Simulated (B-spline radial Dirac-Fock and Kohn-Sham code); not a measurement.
System: rhodium as Rh³⁺, configuration [Kr] 4d6. Level of theory: Dirac-Hartree-Slater photoionisation with all multipoles and Dirac-Fock thresholds; a radial finite-basis atomic code.

Q: Which of the sources Mg Kα (1253.6 eV), Ag Lα (2984.4 eV), Ga Kα (9251.7 eV), Mo Kα (17479.3 eV) can ionise the 2s level, and how does the cross section change among them?

A: The computed threshold is 3468.0 eV, above Mg Kα, Ag Lα; the others can ionise it. Cross sections: Ga Kα 6.12 kb, Mo Kα 1.49 kb. From the first to the last it falls by a factor of 4.1.
